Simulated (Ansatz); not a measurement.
Species: C7H15, net charge 0, doublet state. It need not be the lowest isomer of its formula. 
Coordinates optimised at B3LYP-D3(BJ)/def2-TZVP (Ansatz, a first-principles code):
SMILES: [CH2]C(C)(C)C(C)C
```xyz
22

C      1.5856    -0.9298    -0.8775
C      0.8125    -0.3766     0.3224
C      1.6026     0.7658     0.9642
C     -0.6633    -0.0130    -0.0351
C     -1.3770    -1.2496    -0.4803
C     -0.7487     1.0568    -1.1352
C     -1.3917     0.5216     1.2229
H      1.0330    -1.7248    -1.3801
H      1.7904    -0.1477    -1.6116
H      2.5472    -1.3349    -0.5568
H      0.7406    -1.1802     1.0653
H      1.1522     1.1147     1.8928
H      1.6908     1.6195     0.2887
H      2.6159     0.4323     1.1970
H     -2.2170    -1.1892    -1.1599
H     -1.1914    -2.1966     0.0109
H     -0.2995     0.7127    -2.0666
H     -1.7935     1.2983    -1.3406
H     -0.2509     1.9795    -0.8343
H     -2.4554     0.6503     1.0176
H     -0.9921     1.4894     1.5311
H     -1.2909    -0.1745     2.0579
```
Charge 0, spin multiplicity 2.

Total electronic energies in hartree. Cores are frozen in the correlated levels unless marked. UHF or UKS for open shells. No spin-orbit coupling. No relativistic terms. Basis-set limits of correlation are two-point, X^-3; Hartree-Fock from the larger set. [CCSD(T)-MP2]/basis is that difference in the basis named.

| level | program | energy (Eh) |
|---|---|---|
| HF/6-31G* | Ansatz | -273.76182 |
| BLYP-D3(BJ)/def2-TZVPD | Ansatz + dftd3 | -275.67557 |
| BLYP-D4/def2-TZVPD | Ansatz + dftd4 | -275.67633 |
| revPBE/def2-TZVPD | Ansatz | -275.71858 |
| r2SCAN-D3(BJ)/def2-TZVPD | Ansatz + dftd3 | -275.64908 |
| r2SCAN-D4/def2-TZVPD | Ansatz + dftd4 | -275.64819 |
| PBE0/STO-3G | Ansatz | -272.12593 |
| PBE0-D3(BJ)/def2-TZVP | Ansatz + dftd3 | -275.48749 |
| PBE0-D3(BJ)/def2-TZVPD | Ansatz + dftd3 | -275.48828 |
| BHLYP-D4/def2-TZVPD | Ansatz + dftd4 | -275.65656 |
| r2SCANh-D4/def2-TZVPD | Ansatz + dftd4 | -275.64101 |
| r2SCAN0-D4/def2-TZVPD | Ansatz + dftd4 | -275.63178 |
| HSE06/def2-TZVPD | Ansatz | -275.45221 |
| CAM-B3LYP/def2-TZVPD | Ansatz | -275.64776 |
| B2GP-PLYP/def2-TZVPD | Ansatz | -275.47847 |
| RPA@PBE/cc-pVTZ | Ansatz | ___ |
| MP2/6-31G* | Ansatz | -274.66675 |
| SCS-MP2/6-31G* | Ansatz | -274.66059 |
| SCS-MP2/cc-pVDZ | Ansatz | -274.77752 |
| CCSD/6-31G* | Ansatz | -274.75463 |
| CCSD(T)/6-31G | Ansatz | -274.38710 |
| CCSD(T)/cc-pVTZ | Ansatz | -275.20384 |
| RI-MP2/CBS(cc-pVTZ,cc-pVQZ)+[CCSD(T)-MP2]/cc-pVTZ | Ansatz | -275.3483 |

Problem. Complete the blanks.

Solution. 
- RPA@PBE/cc-pVTZ, energy (Eh): -275.85741
